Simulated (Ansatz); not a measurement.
`C[SiH2][Ga]([F])[Cl]` + HBr → `[F][Ga]([Cl])[Br]` + `C[SiH3]` at 400 K and 1 bar (cleavage of the Ga–Si bond).

Isolated molecules relaxed with PBE0-D4/def2-TZVP in Ansatz; ΔE leaves out vibrations. CCSD(T)/CBS adds triple-zeta CCSD(T) − MP2 to the extrapolated MP2 energy (def2 sets, frozen cores). This one scheme is used for every species. For Br, Ga outer-core shells are correlated without core-valence functions, which leaves a few kJ/mol of doubt a bond. Scalar relativity is left out up to krypton. Each species was taken in one conformer, which may not be the lowest.

```
               species  CCSD(T)/CBS energy (Eh)  H − E (kJ/mol)  S (J/(mol·K))
`C[SiH2][Ga]([F])[Cl]`              -2813.76964           189.6          446.8
                   HBr              -2573.91920            27.6          207.2
   `[F][Ga]([Cl])[Br]`              -5056.97994            36.2          363.3
             `C[SiH3]`               -330.73916           180.9          277.1
```

H − E and S are ideal-gas, rigid-rotor, harmonic terms from PBE0-D4/def2-TZVP, for one conformer and one mirror image of each species. 1 Eh = 2625.50 kJ/mol, R = 8.31446 J/(mol·K).

Problem. By hand: ΔE, ΔH, ΔS and ΔG.

Solution. ΔE = (-5056.97994) + (-330.73916) − (-2813.76964) − (-2573.91920) = -0.03026 Eh = -79.4 kJ/mol. Δ(H − E) = 36.2 + 180.9 − 189.6 − 27.6 = -0.1, so ΔH = -79.5 kJ/mol. ΔS = 363.3 + 277.1 − 446.8 − 207.2 = -13.6 J/(mol·K). ΔG = -79.5 − 400 × (-13.6)/1000 = -74.1 kJ/mol.

Problem. By hand: the equilibrium constant, and the temperature at which ΔG would vanish if ΔH and ΔS stayed fixed.

Solution. log₁₀ K = −ΔG/(RT ln 10) = 9.7. ΔG = 0 at ΔH/ΔS = 5846 K, far beyond where these terms or the molecules hold.

The number of gas molecules stays the same, so ΔS is small and ΔH decides. A doubt of 5 kJ/mol in ΔE shifts log₁₀ K by 0.7 here. Other conformers and mirror images would add mixing entropy, several J/(mol·K) or more a flexible species. Modes under 60 cm⁻¹, often nearly free rotors, make the harmonic entropy too high. These are equilibria of isolated gas molecules and say nothing of rates. Largest T1 diagnostic: 0.013 (customary marks: 0.02 for closed shells, 0.045 for open ones).
